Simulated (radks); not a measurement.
The numbers below are computed, except where a source is named.
Problem. The mean radii <r> (bohr) of the occupied orbitals of an atom or ion are listed with their occupations. Code: a radial shooting solver on a logarithmic mesh with Libxc functionals. Model: non-relativistic Kohn-Sham, exchange-only LDA, spin-polarised, spherical densities, point nucleus.

orbital  occ.     <r>
1s up       1  0.5924
1s down     1  0.5898
2s up       1   3.935

Name the element and its charge. Open shells, if any, are filled with parallel spins first.

Solution. Z = 3, lithium, charge 0: Li in [He] 2s1. The 1s radius gives Z: for a bare nucleus <r> = 1.5/Z, 0.5 bohr for Z = 3, and screening makes it slightly larger (0.5924 here). The occupations add up to 3, and the charge is Z minus that.
